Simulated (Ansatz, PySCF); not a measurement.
C6H15Al (SMILES [CH3][Al]([CH3])[C](C)(C)C), singlet, at a GFN2-xTB geometry (such geometries of metal compounds can be far from the true shape). Base run: CASSCF(2,2)/STO-3G (PySCF).

Input for PySCF:
```python
from pyscf import gto, scf, mcscf
import numpy

mol = gto.M(
    atom='''
Al    0.986690   -0.217431    0.098497
C     2.210317    0.333935   -1.376270
H     3.190386   -0.144890   -1.275009
H     2.392447    1.413477   -1.403215
H     1.829709    0.065988   -2.367794
C     1.579126   -1.201116    1.728556
H     1.056819   -2.154614    1.862171
H     1.422489   -0.638210    2.654623
H     2.648499   -1.433978    1.679136
C    -0.999939    0.227086   -0.092706
C    -1.737258   -0.865510   -0.882889
C    -1.647690    0.342079    1.293508
C    -1.165936    1.556725   -0.841122
H    -2.796684   -0.623654   -0.993088
H    -1.658960   -1.826550   -0.373924
H    -1.308060   -0.974496   -1.879292
H    -1.514392   -0.583822    1.854303
H    -1.190252    1.151543    1.863789
H    -2.718407    0.541711    1.214494
H    -0.713014    2.372863   -0.276840
H    -0.678885    1.508776   -1.815837
H    -2.220377    1.793275   -0.998439
''',
    basis='sto-3g',
    charge=0,
    spin=0,
    verbose=4,
)

mf = scf.RHF(mol)
mf.kernel()
mc = mcscf.CASSCF(mf, 2, 2)
mc.fix_spin_(ss=0.0)
mc.kernel()
occ = numpy.linalg.eigvalsh(mc.fcisolver.make_rdm1(mc.ci, mc.ncas, mc.nelecas))[::-1]
ss = mc.fcisolver.spin_square(mc.ci, mc.ncas, mc.nelecas)[0]
print('natural occupations', occ.round(4), ' <S^2>', round(ss, 4))
```

Programs used: Ansatz (an electronic-structure program), PySCF; a row that names a program was run with it.

Variants of this job, named by their change:

```json
[
 {"change": "base", "ΔE vs base (kcal/mol)": "0.000", "natural occupations": "1.97 0.03", "<S^2> of the state": "0.00", "outcome": "converged"},
 {"change": "correction = SC-NEVPT2", "ΔE vs base (kcal/mol)": "-213.7", "natural occupations": "1.97 0.03", "<S^2> of the state": "0.00", "outcome": "converged"},
 {"change": "fix_spin_ = off", "ΔE vs base (kcal/mol)": "0.000", "natural occupations": "1.97 0.03", "<S^2> of the state": "0.00", "outcome": "converged"},
 {"change": "state_average = 2 states", "ΔE vs base (kcal/mol)": "14.75", "natural occupations": "-", "<S^2> of the state": "-", "outcome": "converged"},
 {"change": "active space = 6 electrons, 6 orbitals", "ΔE vs base (kcal/mol)": "-15.19", "natural occupations": "1.99 1.98 1.97 0.03 0.02 0.01", "<S^2> of the state": "0.00", "outcome": "converged"},
 {"change": "code = ansatz; correction = SC-NEVPT2, all electrons", "ΔE vs base (kcal/mol)": "-213.7", "natural occupations": "-", "<S^2> of the state": "-", "outcome": "converged"},
 {"change": "active space = 6 electrons, 5 orbitals", "ΔE vs base (kcal/mol)": "-", "natural occupations": "-", "<S^2> of the state": "-", "outcome": "not converged"},
 {"change": "orbitals = fixed (CASCI); correction = SC-NEVPT2", "ΔE vs base (kcal/mol)": "-212.4", "natural occupations": "2.00 0.00", "<S^2> of the state": "0.00", "outcome": "converged"},
 {"change": "orbitals = fixed (CASCI)", "ΔE vs base (kcal/mol)": "8.83", "natural occupations": "2.00 0.00", "<S^2> of the state": "0.00", "outcome": "converged"},
 {"change": "active space = 4 electrons, 4 orbitals", "ΔE vs base (kcal/mol)": "-8.37", "natural occupations": "1.98 1.97 0.03 0.02", "<S^2> of the state": "0.00", "outcome": "converged"},
 {"change": "active space = 10 electrons, 9 orbitals", "ΔE vs base (kcal/mol)": "-21.10", "natural occupations": "2.00 2.00 1.98 1.97 1.97 0.04 0.02 0.02 0.00", "<S^2> of the state": "0.00", "outcome": "converged"}
]
```

Active orbitals are taken around the Fermi level unless the row says otherwise; CASSCF can end in different local minima, and two programs can end on different orbitals. State-averaged rows give the lowest state.
